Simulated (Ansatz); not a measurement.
`CNC[SiH3]`, relaxed with RKS PBE-D4/def2-SVP in the Gaussian-basis code of Ansatz from a rough embedded geometry. The force threshold is 0.03 eV/Å; the program also tests the step.

Total charge 0; spin multiplicity 1.

Start:

```xyz
13

C     0.796    1.513   -0.983
N     0.071    0.895    0.059
C    -0.046   -0.525   -0.215
Si   -0.997   -1.487    1.089
H     0.836    2.633   -0.805
H     1.825    1.199   -1.128
H     0.290    1.437   -1.974
H     0.597    1.023    0.915
H     1.017   -0.981   -0.220
H    -0.486   -0.719   -1.161
H    -1.042   -2.876    0.861
H    -2.419   -0.953    1.139
H    -0.444   -1.158    2.425
```

How much energy does the relaxation release, and in how many steps? (Estimate.)

Computed: 36.71 kJ/mol, in 7 steps, 1 of them rejected.

Which bonds change most? (Estimate.)

Computed: Si4–H11 from 1.408 to 1.507 Å; C3–H10 from 1.061 to 1.114 Å; C1–N2 from 1.411 to 1.452 Å; C1–H6 from 1.085 to 1.123 Å.

Give the relaxed structure. (Best estimate.)

Computed: 
```xyz
13

C     0.808    1.589   -0.999
N     0.113    0.843    0.035
C     0.022   -0.587   -0.215
Si   -1.034   -1.431    1.125
H     0.887    2.657   -0.709
H     1.842    1.216   -1.232
H     0.230    1.548   -1.947
H     0.556    1.011    0.946
H     1.011   -1.114   -0.321
H    -0.499   -0.752   -1.186
H    -0.983   -2.928    0.967
H    -2.466   -0.977    1.049
H    -0.488   -1.077    2.486
```
